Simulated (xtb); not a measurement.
Br2Ge, triplet, at a GFN2-xTB geometry (the spin is typed, not shown lowest); GFN0-xTB with GBSA(acetonitrile) (xtb).

Input for xtb:
```
$ xtb mol.xyz --gfn 0 --uhf 2 --gbsa acetonitrile --json

# file mol.xyz
3

Ge     0.01662620     0.00626078     1.00353305
Br     1.08727208    -1.65040649    -0.46661885
Br    -1.10247318     1.64468236    -0.45089707
```

Output, abridged:

```
   ID    Z sym.   atoms
    1   32 Ge     1
    2   35 Br     2, 3

           -------------------------------------------------
          |                Calculation Setup                |
           -------------------------------------------------

           -------------------------------------------------
          |                 G F N 0 - x T B                 |
           -------------------------------------------------

      * Solvation model:               GBSA
        Solvent                        acetonitrile
        Parameter file                 internal GFN2-xTB/GBSA
        Dielectric constant                3.7500E+01
        Reference state                gsolv [1 M gas/solution]
        Free energy shift                  2.0473E-03 Eh       1.2847E+00 kcal/mol
        Temperature                        2.9815E+02 K
        Density                            7.8600E-01 kg/L
        Solvent mass                       4.1050E+01 g/mol
        Interaction kernel             Still
        Born radius scaling (c1)           1.5800E+00
        Born radii integrator          GBOBC
        Born offset                        1.3788E-02 a0       2.6056E-02 AA
        H-bond correction              true
        Ion screening                  false
        Surface tension                    1.0000E-05 Eh       1.5569E+01 dyn/cm
        Grid points                               230 per atom

          ...................................................
          :                      SETUP                      :
          :.................................................:
          :  # basis functions                  30          :
          :  # atomic orbitals                  27          :
          :  # shells                            9          :
          :  # electrons                        18          :
          :  electronic temp.          300.0000000     K    :
          :  accuracy                    1.0000000          :
          :  -> integral cutoff          0.2500000E+02      :
          :  -> integral neglect         0.1000000E-07      :
          ...................................................

         :::::::::::::::::::::::::::::::::::::::::::::::::::::
         ::                     SUMMARY                     ::
         :::::::::::::::::::::::::::::::::::::::::::::::::::::
         :: total energy              -9.274654425752 Eh    ::
         :: total w/o Gsasa/hb        -9.267473204703 Eh    ::
         :: gradient norm              0.031383015437 Eh/a0 ::
         :: HOMO-LUMO gap              2.138058828413 eV    ::
         ::.................................................::
         :: H0 energy                 -9.147813393354 Eh    ::
         :: repulsion energy           0.002553199050 Eh    ::
         :: electrostat energy        -0.128665352743 Eh    ::
         :: -> Gsolv                   0.000000000000 Eh    ::
         ::    -> Gsasa               -0.009228496401 Eh    ::
         ::    -> Gshift               0.002047275352 Eh    ::
         :: dispersion energy         -0.000728878705 Eh    ::
         :: short-range corr.          0.000000000000 Eh    ::
         :: add. restraining           0.000000000000 Eh    ::
         :: total charge               0.000000000000 e     ::
         :::::::::::::::::::::::::::::::::::::::::::::::::::::

           -------------------------------------------------
          |                Property Printout                |
           -------------------------------------------------

    * Orbital Energies and Occupations

         #    Occupation            Energy/Eh            Energy/eV
      -------------------------------------------------------------
         1        2.0000           -0.7307414             -19.8845
         2        2.0000           -0.7299041             -19.8617
         3        2.0000           -0.5825152             -15.8510
         4        2.0000           -0.4527959             -12.3212
         5        2.0000           -0.4376298             -11.9085
         6        2.0000           -0.4342182             -11.8157
         7        2.0000           -0.4274547             -11.6316
         8        1.9999           -0.4221057             -11.4861
         9        1.0001           -0.4041951             -10.9987
        10        1.0000           -0.3088885              -8.4053 (HOMO)
        11                         -0.2303163              -6.2672 (LUMO)
        12                         -0.2212980              -6.0218
        13                         -0.0531077              -1.4451
        14                         -0.0515949              -1.4040
        15                         -0.0511364              -1.3915
        16                         -0.0456770              -1.2429
        17                         -0.0437300              -1.1900
        18                         -0.0386556              -1.0519
        19                         -0.0383033              -1.0423
        20                         -0.0202756              -0.5517
        21                          0.0254450               0.6924
       ...                                ...                  ...
        27                          0.8629835              23.4830
      -------------------------------------------------------------
                  HL-Gap            0.0785722 Eh            2.1381 eV
             Fermi-level            0.0000000 Eh            0.0000 eV

     #   Z          covCN         q      C6AA      α(0)
     1  32 Ge       1.638     0.592   270.533    33.872
     2  35 Br       0.820    -0.296   188.618    22.157
     3  35 Br       0.820    -0.296   188.618    22.157

 Mol. C6AA /au·bohr⁶  :       1907.088131
 Mol. C8AA /au·bohr⁸  :     139935.036881
 Mol. α(0) /au        :         78.186716

Wiberg/Mayer (AO) data.
largest (>0.10) Wiberg bond orders for each atom

 ---------------------------------------------------------------------------
     #   Z sym  total        # sym  WBO       # sym  WBO       # sym  WBO
 ---------------------------------------------------------------------------
     1  32 Ge   2.520 --     2 Br   1.260     3 Br   1.260
     2  35 Br   1.518 --     1 Ge   1.260     3 Br   0.258
     3  35 Br   1.518 --     1 Ge   1.260     2 Br   0.258
 ---------------------------------------------------------------------------

Topologies differ in total number of bonds
Writing topology from bond orders to xtbtopo.mol

 dipole moment from electron density (au)
     X       Y       Z
  -0.0024  -0.0009  -0.1431  total (Debye):    0.364

           -------------------------------------------------
          | TOTAL ENERGY               -9.274654425752 Eh   |
          | GRADIENT NORM               0.031383015437 Eh/α |
          | HOMO-LUMO GAP               2.138058828413 eV   |
           -------------------------------------------------

normal termination of xtb
```
